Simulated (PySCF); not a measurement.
W(S)2(F)(OH) (FHOS2W), SMILES [OH][W]([F])(=[S])=[S], multiplicity 1.

The structure is a stationary point at B3LYP-D3(BJ)/def2-SVP. A frequency run showed that this geometry is not a minimum. The spin state was assumed, not searched. The def2 effective core potentials stand for the cores of W; spin–orbit coupling is left out. One conformer was computed; it need not be the lowest.

Method: PySCF 2.14.0 with B3LYP-D3(BJ)/def2-SVP.

Frequencies are harmonic and unscaled.

```
mode  ν (cm⁻¹)  IR (km/mol)  moving atoms (share of kinetic energy)
----  --------  -----------  --------------------------------------
1         207i        189.8                                  H 94 %
2          171          7.4                  S 40 %, F 35 %, W 18 %
3          188          1.2  O 38 %, F 26 %, W 13 %, S 13 %, H 10 %
4          196          0.6                          S 78 %, O 11 %
5          197          0.0                          F 68 %, S 26 %
6          218          0.4                          O 67 %, S 21 %
7          481        198.7                          H 75 %, O 23 %
8          546         76.2                          S 79 %, W 20 %
9          551         20.9                          S 88 %, W 11 %
10         695        104.0                          F 88 %, W 10 %
11         758         74.5                  O 78 %, H 11 %, W 10 %
12        3871        361.0                                  H 94 %
```
